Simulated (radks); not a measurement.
Results of a calculation; reference values are marked as such.
Question: Ionisation of Lu+, [Xe] 4f14 6s2, to Lu2+, [Xe] 4f14 6s1, under several functionals. Dirac Kohn-Sham, spin-unpolarised, spherical densities, finite nucleus; a radial shooting solver on a logarithmic mesh with Libxc functionals. Known Delta-SCF values: exchange-only PBE 13.623 eV; AM05 14.234 eV. What does LDA (Slater exchange, VWN5 correlation) give, and what is its highest occupied eigenvalue?

Answer: 14.560 eV by Delta-SCF; the 6s1/2 eigenvalue is -11.280 eV. NIST: 14.13 eV (semi-empirical).

Beside tabulated values, note that spin-unpolarised runs miss the spin-polarisation part of the exchange energy of open shells.
